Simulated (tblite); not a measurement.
C₂Cl₂O₂Pt (SMILES [O+]#[C-]->[Pt]([Cl])([Cl])<-[C-]#[O+]), singlet, at a GFN2-xTB geometry (such geometries of metal compounds can be far from the true shape); GFN1-xTB (tblite).

The tblite input:
```
$ tblite run mol.xyz --method gfn1 --charge 0 --spin 0 --etemp 2000 --json tblite.json --no-restart

# file mol.xyz
7

Pt     0.00000000     0.00000000    -0.00000000
Cl     2.12263974    -0.92553606     0.00158690
Cl    -2.12263974     0.92553606    -0.00158690
O      1.14019065     2.79347552     0.02902722
C      0.72643614     1.74604345     0.01820497
O     -1.14019065    -2.79347552    -0.02902722
C     -0.72643614    -1.74604345    -0.01820497
```

Problem. What does tblite print? Leave out banner, timings and long lists.

Solution. 
```
xTB calculator
 | screened Coulomb repulsion
 | Coulomb electrostatics
 |  * isotropic Klopman-Ohno-Mataga-Nishimoto electrostatics
 |  * onsite third-order electrostatics
 | DFT-D3(BJ) dispersion correction

halogen bonding energy    0.0000000000000E+00 Eh
repulsion energy          1.8195963535078E-01 Eh
dispersion energy        -4.0325860693949E-03 Eh
number of electrons       4.4000000000000E+01 e
integral cutoff           3.1236740784742E+01 bohr

------------------------------------------------------------
  cycle        total energy    energy error   density error
------------------------------------------------------------
      1     -26.11504645995  -2.6292974E+01   6.5227247E-01
      2     -26.48447010487  -3.6942364E-01   3.4762742E-01
      3     -26.50855719283  -2.4087088E-02   1.9063270E-01
      4     -26.51002800634  -1.4708135E-03   5.6220773E-02
      5     -26.51497759568  -4.9495893E-03   5.4386150E-03
      6     -26.51499301120  -1.5415512E-05   3.2389553E-03
      7     -26.51500654143  -1.3530236E-05   1.2883885E-03
      8     -26.51500944476  -2.9033239E-06   3.0359502E-04
      9     -26.51500960552  -1.6076094E-07   6.5108438E-06
------------------------------------------------------------

electronic energy        -2.6692936654799E+01 Eh
total energy             -2.6515009605518E+01 Eh

Post processing:
 | Mayer-Wiberg bond orders

[Info] JSON dump of results written to 'tblite.json'
```
